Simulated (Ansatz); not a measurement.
Ansatz (an electronic-structure program) input (CCSD(T)/def2-SVPD):

Ansatz 0.2 input:
```yaml
crystal:
  periodic: [false, false, false]
  atoms:
    - {symbol: Sn, position_ang: [0.00000000, 0.00000000, 0.00000000]}
    - {symbol: H, position_ang: [-1.66831541, -0.27611574, 0.03087311]}
    - {symbol: H, position_ang: [1.07290792, -1.30689487, -0.03692895]}
    - {symbol: H, position_ang: [0.59540749, 1.58301061, 0.00605584]}
basis:
  gaussian:
    orbitals: def2-SVPD
total_charge: 1
magnetization: {spin_polarized: false}
correlation: {method: ccsd_t, electrons: outside_noble_gas}
output: {forces: true}
```

End of the output:

```
663 factors; integrals over basis functions are off by at most 3.2e-4 eV
mean field: 0.11 GiB planned
mean field evaluation 1: about -5844.1400 eV, gradient 7.4e0 eV
mean field evaluation 2: about -5844.1430 eV, gradient 7.4e0 eV
mean field evaluation 4: about -5844.4365 eV, gradient 2.5e-1 eV
mean field evaluation 8: about -5844.4370 eV, gradient 3.2e-4 eV
mean field -5844.43695957 eV, -214.7790967627 hartree, gradient 1.1e-6 eV, S^2 0.000000; 0 other end points of the search recorded, 0 dependent functions left out
9 core orbitals not correlated
reference -5844.43695957 eV, -214.7790967627 hartree; 3, 3 occupied and 44, 44 virtual orbitals, 663 factors
densities: 0.12 GiB planned
second order -2.10064724 eV of doubles, -0.00000000 eV of singles
coupled cluster: 0.10 GiB planned
cycle   1  -2.55249715 eV  change   -4.5e-1 eV  update   5.3e-2
cycle   2  -2.74406210 eV  change   -1.9e-1 eV  update   2.0e-2
cycle   3  -2.74778565 eV  change   -3.7e-3 eV  update   3.9e-3
cycle   4  -2.74805938 eV  change   -2.7e-4 eV  update   1.1e-3
cycle   5  -2.74802408 eV  change    3.5e-5 eV  update   3.7e-4
cycle   6  -2.74796922 eV  change    5.5e-5 eV  update   8.3e-5
cycle   7  -2.74799372 eV  change   -2.5e-5 eV  update   2.2e-5
cycle   8  -2.74799426 eV  change   -5.4e-7 eV  update   6.6e-6
cycle   9  -2.74799161 eV  change    2.7e-6 eV  update   1.5e-6
perturbative correction -0.04133060 eV, -0.0015188715 hartree
the calculation of the forces begins
mean field evaluation 16: about -5844.4330 eV, gradient 4.6e-2 eV
Total energy: -5847.22628178 eV, -214.8816024632 hartree
Atom 0 at     0.000000     0.000000     0.000000 Å, force     0.000000    -0.000000     0.000000 eV/Å
Atom 1 at    -1.668315    -0.276116     0.030873 Å, force    -0.172438    -0.028539     0.003191 eV/Å
Atom 2 at     1.072908    -1.306895    -0.036929 Å, force     0.110896    -0.135081    -0.003817 eV/Å
Atom 3 at     0.595407     1.583011     0.006056 Å, force     0.061542     0.163621     0.000626 eV/Å
Dipole moment:    -0.000000    -0.000000     0.000000 e Å
```
